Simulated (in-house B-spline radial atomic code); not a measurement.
A run on the zirconium ion Zr²⁹⁺ that did not converge. Method: scalar-relativistic (X2C) wB97X, spin-polarised, spherical fractional occupations, Fermi nucleus of rms radius 4.2694 fm; computed with an all-electron radial atomic-structure program (B-spline basis).

Command:
```bash
python run_scf.py task.json out
```
Settings (nuclear radius in fm, mass in u):
```
Z                40
configuration    [Ne] 3s1
hamiltonian      x2c
method           wb97x
spin_polarised   True
nucleus          fermi
rms_radius       4.2694
atomic_mass      89.9047
speed_of_light   137.035999084
```

First and last ten iterations of the last attempt (damped for 15 steps, keeping 80 % of the old Fock matrix, then DIIS):
```
 iter        energy (Eh)    residual
    1       -2958.346195    3.98e+00
    2       -2976.850041    3.88e-01
    3       -2976.919967    3.04e-01
    4       -2976.962731    2.38e-01
    5       -2976.988862    1.86e-01
    6       -2977.004820    1.45e-01
    7       -2977.014561    1.14e-01
    8       -2977.020504    8.90e-02
    9       -2977.024129    6.96e-02
   10       -2977.026340    5.45e-02
  111       -2977.029793    9.06e-06
  112       -2977.029793    1.02e-05
  113       -2977.029793    6.69e-06
  114       -2977.029793    6.93e-06
  115       -2977.029793    3.91e-06
  116       -2977.029793    9.94e-06
  117       -2977.029793    1.93e-06
  118       -2977.029793    2.69e-06
  119       -2977.029793    1.61e-06
  120       -2977.029793    1.79e-06
 not converged after 120 iterations
```

The smallest residual met was 1.1e-06; the threshold is about 4e-07. Over the last five steps the energy moves by less than 1e-07 hartree, but the orbitals didn't meet the threshold. Time taken, with all properties: 4.2 s on 1 thread of Intel(R) Xeon(R) Platinum 8259CL CPU @ 2.50GHz, on a shared host.
